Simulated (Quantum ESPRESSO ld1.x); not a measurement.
Question: Species: S. Configuration: [Ne] 3s(up 1, down 1) 3p4. Method: non-relativistic Kohn-Sham, LDA (Slater exchange, Perdew-Wang correlation), spin-polarised, spherical densities, point nucleus, Perdew-Zunger self-interaction correction; open shells are filled with parallel spins first; computed with ld1.x of Quantum ESPRESSO 7.5. Some entries of the table are withheld. Estimate them.

orbital,occ.,eigenvalue (Ry),r(max) (bohr)
1s up,1,-183.509,0.06380
1s down,1,-183.487,0.06380
2s up,1,-16.7757,(1)
2s down,1,-16.7516,(2)
2p up,3,-13.1453,0.3251
2p down,3,-13.1154,0.3253
3s up,1,-1.68893,1.413
3s down,1,-1.56081,1.414
3p up,3,-0.88601,1.597
3p down,1,-0.76546,1.614

Answer: 
(1) 2s up r(max) (bohr): 0.3917
(2) 2s down r(max) (bohr): 0.3918
